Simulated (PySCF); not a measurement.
HBN (SMILES B=[N]), doublet, at a GFN2-xTB geometry. Base run: TPSS/def2-TZVP (PySCF).

Geometry (Å):
```xyz
3

B      0.0000     0.0000    -0.5786
N      0.0000     0.0000     0.6595
H      0.0000     0.0000    -1.7234
```
Charge 0, spin multiplicity 2.
Orbitals are unrestricted.
All else is at PySCF's defaults.
Base energy -80.12879 Eh.

Each row names what was changed in the base input (with any setting that the change needs).

```
change                                                                            ΔE vs base (mEh)  SCF cycles  <S^2>        outcome
--------------------------------------------------------------------------------  ----------------  ----------  -----  -------------
base                                                                                         0.000          10  0.753      converged
diis_space = 2                                                                               0.000          18  0.753      converged
diis = off (with mf.max_cycle = 100)                                                             -         100      -  not converged
diis = off; damp = 0.6 (with mf.diis_start_cycle = 200; with mf.max_cycle = 150)             0.000          24  0.753      converged
conv_tol_grad = 1e-3                                                                         0.000          10  0.753      converged
conv_tol = 1e-4                                                                              0.002           5  0.753      converged
diis_space = 20                                                                              0.000          10  0.753      converged
damp = 0.5; diis_start_cycle = 5                                                             0.000          13  0.753      converged
diis_space = 12                                                                              0.000          10  0.753      converged
init_guess = 1e                                                                              0.000          16  0.753      converged
conv_tol = 1e-7                                                                              0.000           8  0.753      converged
init_guess = huckel                                                                          0.000          11  0.753      converged
DIIS = EDIIS                                                                                     -          50      -  not converged
```

Open shells are given as the SCF converged; they aren't shown to be the lowest states, and a large step between rows can be another state.
